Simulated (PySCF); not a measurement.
C₄H₅NSi, SMILES C#C[SiH](N)C#C. Coordinates come from a PBE-D3(BJ)/def2-SVP optimisation. This is a generated structure with no PubChem entry under its InChIKey; it may be hypothetical. The values are those of a single conformer.

These are PySCF with PBE-D3(BJ)/def2-SVP values and carry that method's errors.

Harmonic wavenumbers (cm⁻¹): 89, 131, 142, 191, 235, 323, 382, 392, 450, 575, 644, 692, 695, 695, 706, 715, 811, 847, 893, 1493, 2077, 2090, 2191, 3389, 3391, 3477, 3573. Rotational constants (GHz): 3.681, 2.111, 1.463; symmetry number 1.

Problem. Work out the zero-point energy and the ideal-gas rigid-rotor harmonic-oscillator thermochemistry at 298.15 K and 1 atm.

Solution. ZPE = ½ Σ hcν = ½ × 31289 cm⁻¹ = 44.73 kcal/mol. H − E(el) = 50.58 kcal/mol. Entropy in cal/(mol K): translation 39.57, rotation 27.74, vibration 20.48, total 87.78. G − E(el) = 24.41 kcal/mol. Cp = 31.35 cal/(mol K). Modes under 150 cm⁻¹ make the vibrational entropy uncertain.
